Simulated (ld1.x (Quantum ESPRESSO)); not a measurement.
Scattering properties, PAW potential for chromium (Cr)

ld1.x (Quantum ESPRESSO) 7.5 input, shortened:

```
&input
   title='Cr', zed=24., rel=2, dft='PZ', iswitch=3,
   config='[Ar] 3d5 4s0.5 4p0 4f-2', rel_dist='average'
 /
 &inputp
   pseudotype=3, lpaw=.true., tm=.true., lloc=-1, rcloc=1.30,
   nlcc=.true., new_core_ps=.true., rcore=1.80,
   which_augfun='PSQ', rmatch_augfun_nc=.true.
 /
8
3S  1  0   2.00   0.00  1.45  1.75  0.0
4S  2  0   0.50   0.00  1.45  1.75  0.0
3P  2  1   6.00   0.00  1.50  2.00  0.0
4P  3  1   0.00   0.00  1.50  2.00  0.0
3D  3  2   5.00   0.00  1.65  2.10  0.0
3D  3  2   0.00   2.35  1.65  2.10  0.0
4F  4  3  -2.00   0.40  1.70  1.90  0.0
4F  4  3  -2.00   2.70  1.70  1.90  0.0
 &test
   configts(1)='3s2 3p6 3d5 4s0.5 4p0'
 /
```

Open shells are filled in proportion to 2j + 1 (rel_dist='average').

The phase is arctan(r·u′/u) with u = r·R(r), unwrapped; energies in Ry, scanned from -8 to 5 Ry. A pole is an energy at which the radial function vanishes at the test radius. The pseudo phase is shifted by a multiple of π to meet the all-electron one at the reference energy, and phase errors are pseudo minus all-electron; the curves can meet again beyond the range given. Levels narrower than the energy grid can be missing from the lists of poles.

```json
{"channel": "s", "radius (bohr)": "2.29", "reference energy (Ry)": "-0.52", "poles, all-electron": "-5.61, 3.26", "poles, pseudo": "-5.61, 3.30", "unbroken range about the reference energy with phases within 0.05 rad": "the whole range", "phase error 1 Ry above the reference energy (rad)": "+0.001"}
{"channel": "p1/2", "radius (bohr)": "2.29", "reference energy (Ry)": "-0.26", "poles, all-electron": "-3.54, 4.31", "poles, pseudo": "-3.53, -0.54, 1.19", "unbroken range about the reference energy with phases within 0.05 rad": "-0.4 to -0.1", "phase error 1 Ry above the reference energy (rad)": "-1.200"}
{"channel": "p3/2", "radius (bohr)": "2.29", "reference energy (Ry)": "-0.26", "poles, all-electron": "-3.46, 4.37", "poles, pseudo": "-3.45, -0.57, 1.29", "unbroken range about the reference energy with phases within 0.05 rad": "-0.4 to 0.0", "phase error 1 Ry above the reference energy (rad)": "-1.184"}
{"channel": "d3/2", "radius (bohr)": "2.29", "reference energy (Ry)": "-0.48", "poles, all-electron": "-0.10", "poles, pseudo": "-0.10", "unbroken range about the reference energy with phases within 0.05 rad": "the whole range", "phase error 1 Ry above the reference energy (rad)": "-0.001"}
{"channel": "d5/2", "radius (bohr)": "2.29", "reference energy (Ry)": "-0.47", "poles, all-electron": "-0.09", "poles, pseudo": "-0.09", "unbroken range about the reference energy with phases within 0.05 rad": "the whole range", "phase error 1 Ry above the reference energy (rad)": "-0.001"}
{"channel": "f5/2", "radius (bohr)": "2.29", "reference energy (Ry)": "0.40", "poles, all-electron": "none", "poles, pseudo": "none", "unbroken range about the reference energy with phases within 0.05 rad": "the whole range", "phase error 1 Ry above the reference energy (rad)": "-0.000"}
{"channel": "f7/2", "radius (bohr)": "2.29", "reference energy (Ry)": "0.40", "poles, all-electron": "none", "poles, pseudo": "none", "unbroken range about the reference energy with phases within 0.05 rad": "the whole range", "phase error 1 Ry above the reference energy (rad)": "+0.000"}
```

The ghost test of this file was not conclusive.

Phases in the d3/2 channel:

```tsv
E (Ry)	all-electron	pseudo
-8.00	1.416	1.415
-7.76	1.413	1.413
-7.52	1.411	1.410
-7.28	1.408	1.408
-7.04	1.405	1.405
-6.80	1.402	1.402
-6.56	1.399	1.399
-6.32	1.396	1.395
-6.08	1.392	1.392
-5.84	1.389	1.388
-5.60	1.385	1.384
-5.36	1.380	1.380
-5.12	1.376	1.375
-4.88	1.371	1.370
-4.64	1.366	1.365
-4.40	1.360	1.359
-4.16	1.353	1.353
-3.92	1.347	1.346
-3.68	1.339	1.338
-3.44	1.330	1.329
-3.20	1.320	1.319
-2.96	1.309	1.308
-2.72	1.296	1.295
-2.48	1.281	1.280
-2.24	1.262	1.261
-2.00	1.239	1.238
-1.76	1.208	1.207
-1.52	1.165	1.163
-1.28	1.097	1.095
-1.04	0.970	0.968
-0.80	0.640	0.638
-0.56	-0.494	-0.494
-0.32	-1.338	-1.338
-0.08	-1.583	-1.584
0.16	-1.698	-1.699
0.40	-1.775	-1.776
0.64	-1.839	-1.841
0.88	-1.903	-1.904
1.12	-1.974	-1.975
1.36	-2.062	-2.063
1.60	-2.180	-2.182
1.84	-2.353	-2.354
2.08	-2.617	-2.617
2.32	-3.007	-3.007
2.56	-3.464	-3.464
2.80	-3.841	-3.842
3.04	-4.092	-4.095
3.28	-4.253	-4.257
3.52	-4.362	-4.367
3.76	-4.439	-4.444
4.00	-4.497	-4.503
4.24	-4.542	-4.548
4.48	-4.578	-4.585
4.72	-4.608	-4.616
4.96	-4.634	-4.642
```
